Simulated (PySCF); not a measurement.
## Electron correlation in Ta⁺ (tantalum, charge +1)

[Xe] 4f14 5d3 6s1, high-spin 5F determinant. Calculation: PySCF 2.14, in def2-QZVPPD with the def2 core potential (60 electrons); scalar relativity through the core potential. Frozen: 5s2 5p6; 4 electrons correlated.

```tsv
level	correlation energy (mhartree)
CCSD	-33.83
(T)	-0.52
CCSD(T)	-34.35
```

Diagnostics: T1 = 0.0039, D1 = 0.0090, largest double amplitude 0.018.

Spin-orbit coupling, absent here, splits the open shell strongly.

Cost of the coupled-cluster step: roughly 11 core-seconds, for 4 correlated electrons.
